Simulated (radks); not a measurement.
Results of a calculation; reference values are marked as such.
The mean radii <r> (bohr) of the occupied orbitals of an atom or ion are listed with their occupations. Level of theory: Dirac Kohn-Sham, BLYP, spin-unpolarised, spherical densities, finite nucleus; Fermi nuclear charge, rms radius of each element as measured or else 0.836 A^(1/3) + 0.57 fm (a radial shooting solver on a logarithmic mesh with Libxc functionals).

orbital  occ.      <r>
1s1/2       2  0.02318
2s1/2       2  0.09848
2p1/2       2  0.08246
2p3/2       4  0.08899
3s1/2       2   0.2602
3p1/2       2   0.2499
3p3/2       4   0.2625
3d3/2       4   0.2341
3d5/2       6   0.2380
4s1/2       2   0.5844
4p1/2       2   0.5968
4p3/2       4   0.6231
4d3/2       4   0.6553
4d5/2       6   0.6640
5s1/2       2    1.272
5p1/2       2    1.363
5p3/2       4    1.418
6s1/2       1    2.523

Name the element and its charge. Open shells, if any, fill j = l - 1/2 first.

Answer. Z = 61, promethium, charge +6: Pm6+ in [Xe] 6s1. The 1s radius gives Z: for a bare nucleus <r> = (2 gamma + 1)/(2Z) with gamma = sqrt(1 - (Z/c)^2), 0.02288 bohr for Z = 61, and screening makes it slightly larger (0.02318 here). The occupations add up to 55, and the charge is Z minus that.
